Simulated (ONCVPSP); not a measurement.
**u(r) = r·R(r): atom against pseudo-atom (O (Z = 8))**

Columns: radius, all-electron u(r) and pseudo u(r) of the 2p shell (level -9.04 eV) of oxygen in the configuration [He] 2s2 2p4; PBE, non-relativistic, ONCV scheme, ONCVPSP 4.0.1.

```json
{"r (bohr)": "0.082", "all-electron": "0.0741", "pseudo": "0.0309"}
{"r (bohr)": "0.165", "all-electron": "0.2226", "pseudo": "0.1195"}
{"r (bohr)": "0.248", "all-electron": "0.3804", "pseudo": "0.2510"}
{"r (bohr)": "0.330", "all-electron": "0.5191", "pseudo": "0.4022"}
{"r (bohr)": "0.413", "all-electron": "0.6331", "pseudo": "0.5547"}
{"r (bohr)": "0.495", "all-electron": "0.7191", "pseudo": "0.6866"}
{"r (bohr)": "0.578", "all-electron": "0.7810", "pseudo": "0.7887"}
{"r (bohr)": "0.660", "all-electron": "0.8200", "pseudo": "0.8539"}
{"r (bohr)": "0.742", "all-electron": "0.8405", "pseudo": "0.8857"}
{"r (bohr)": "0.825", "all-electron": "0.8461", "pseudo": "0.8903"}
{"r (bohr)": "0.908", "all-electron": "0.8399", "pseudo": "0.8755"}
{"r (bohr)": "0.990", "all-electron": "0.8249", "pseudo": "0.8496"}
{"r (bohr)": "1.072", "all-electron": "0.8035", "pseudo": "0.8183"}
{"r (bohr)": "1.155", "all-electron": "0.7772", "pseudo": "0.7847"}
{"r (bohr)": "1.238", "all-electron": "0.7478", "pseudo": "0.7509"}
{"r (bohr)": "1.320", "all-electron": "0.7167", "pseudo": "0.7177"}
{"r (bohr)": "1.402", "all-electron": "0.6846", "pseudo": "0.6848"}
{"r (bohr)": "1.485", "all-electron": "0.6516", "pseudo": "0.6517"}
{"r (bohr)": "1.568", "all-electron": "0.6188", "pseudo": "0.6188"}
{"r (bohr)": "1.650", "all-electron": "0.5868", "pseudo": "0.5868"}
{"r (bohr)": "1.733", "all-electron": "0.5552", "pseudo": "0.5552"}
{"r (bohr)": "1.815", "all-electron": "0.5249", "pseudo": "0.5249"}
{"r (bohr)": "1.898", "all-electron": "0.4954", "pseudo": "0.4954"}
{"r (bohr)": "1.980", "all-electron": "0.4674", "pseudo": "0.4674"}
{"r (bohr)": "2.062", "all-electron": "0.4406", "pseudo": "0.4406"}
{"r (bohr)": "2.145", "all-electron": "0.4148", "pseudo": "0.4148"}
```

Problem. How many radial nodes do the two functions have?

Solution. The all-electron 2p function has n − l − 1 = 0; the pseudo-wave has 0.

Problem. At about which radius was the pseudo-wave matched?

Solution. 1.65 bohr. The columns agree to 0.0005 from 1.40 bohr on; several derivatives are matched, so the curves merge somewhat inside the radius.

Problem. Is the pseudo-wave norm-conserving?

Solution. Yes: the ONCV scheme keeps the norm inside the radius equal to the all-electron one, which fixes the energy derivative of the logarithmic derivative at the level.
